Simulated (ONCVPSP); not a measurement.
## C (Z = 6), ONCV: configuration errors across variants

* Element: C (Z = 6)
* Generator: ONCVPSP 4.0.1
* Type: optimised norm-conserving Vanderbilt (ONCV)
* Functional: PBE
* Relativity: scalar-relativistic
* Frozen core: none
* Valence charge: 6
* Reference configuration: 1s2 2s2 2p2
* Partial waves: 1s+2s: rc 0.55 bohr, ncon 4, nbas 9, qcut 26.3 1/bohr, 2 projectors; 2p: rc 2.65 bohr, ncon 3, nbas 7, qcut 6.1 1/bohr, 2 projectors, debl 3.8 Ha; d scattering state at 0.1 Ha: rc 2.90 bohr, ncon 5, nbas 9, qcut 3.7 1/bohr, 2 projectors, debl 2.8 Ha
* Local potential: polynomial inside 0.55 bohr (lpopt 5, dvloc0 1 Ha)
* Core correction: none

All-electron excitation energies from the reference (eV): (1) 1s2 2s2 2p1 10.861; (2) 1s2 2s2 2p0 35.017; (3) 1s2 2s1 2p0 83.211; (4) 1s2 2s2 2p1.5 3.963.

A true bound ghost makes a file unfit for plane-wave use even where its test errors are small: the radial tests pick states by their node count and pass the ghost by.

Errors AE − PS in meV (a dash: test not solved or not reliable):

```tsv
change	(1)	(2)	(3)	(4)	bound ghosts	GHOST(+) flags above zero
base	+70	+645	+1252	+9.3	p	d
local potential polynomial inside 0.55 bohr (lpopt 5, dvloc0 -2 Ha)	+72	+645	+1252	+10	none	p, d
local potential polynomial inside 0.55 bohr (lpopt 5, dvloc0 1.5 Ha)	+68	+645	+1252	+8.8	p	d
local potential polynomial inside 0.55 bohr (lpopt 5, dvloc0 3 Ha)	+108	+642	+1252	+21	none	d
local potential polynomial inside 0.55 bohr (lpopt 5, dvloc0 4.5 Ha)	+78	+645	+1252	+12	none	p, d
local potential polynomial inside 0.55 bohr (lpopt 5, dvloc0 6 Ha)	+76	+645	+1252	+11	none	d
local potential polynomial inside 0.55 bohr (lpopt 5, dvloc0 8 Ha)	+75	+645	+1252	+11	none	d
local potential polynomial inside 0.55 bohr (lpopt 5, dvloc0 9.5 Ha)	+75	+645	+1252	+11	none	d
```

**Question.** Give the same row for: local potential polynomial inside 0.55 bohr (lpopt 5, dvloc0 -0.5 Ha).

**Answer.** +72, +645, +1252, +9.9; bound ghosts: p; GHOST(+) flags above zero: d.
